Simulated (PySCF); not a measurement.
SMILES CC[O][Ge]([NH2])([O]C)[O]C (C₄H₁₃GeNO₃) (GFN2-xTB optimised geometry):

```
22

C     -1.824    -2.060    -3.645
C     -0.857    -1.291    -2.759
O     -1.160    -1.591    -1.403
Ge    -0.564    -0.740     0.000
N     -1.366    -1.631     1.363
O      1.189    -0.740     0.000
C      2.047     0.351     0.291
O     -0.990     0.975     0.000
C     -2.310     1.467     0.131
H     -1.606    -1.861    -4.691
H     -1.729    -3.126    -3.456
H     -2.846    -1.762    -3.427
H     -0.950    -0.214    -2.943
H      0.175    -1.587    -2.976
H     -0.798    -1.739     2.193
H     -1.701    -2.543     1.084
H      2.891     0.294    -0.399
H      2.413     0.266     1.317
H      1.541     1.308     0.170
H     -2.891     1.282    -0.775
H     -2.824     1.009     0.977
H     -2.225     2.543     0.293
```

Level of theory: PBE0/def2-SVP run with PySCF.

Q: What are the frontier orbital energies and the dipole moment?

A: HOMO-2 -7.86 eV, HOMO-1 -7.73 eV, HOMO -7.32 eV, LUMO 0.89 eV, LUMO+1 2.02 eV; dipole moment 0.39 D.

On the same geometry PySCF 2.14.0 with PBE/def2-SVP gives HOMO-2 -6.17 eV, HOMO-1 -6.07 eV, HOMO -5.70 eV, LUMO -0.15 eV, LUMO+1 1.14 eV; dipole moment 0.38 D.

Meta-Löwdin charges at PBE0/def2-SVP: C1 -0.30, C2 0.05, O3 -0.60, Ge4 1.34, N5 -0.66, O6 -0.59, C7 -0.07, O8 -0.60, C9 -0.07, H10 0.10, H11 0.10, H12 0.10, H13 0.08, H14 0.09, H15 0.22, H16 0.23, H17 0.10, H18 0.09, H19 0.10, H20 0.09, H21 0.10, H22 0.11.
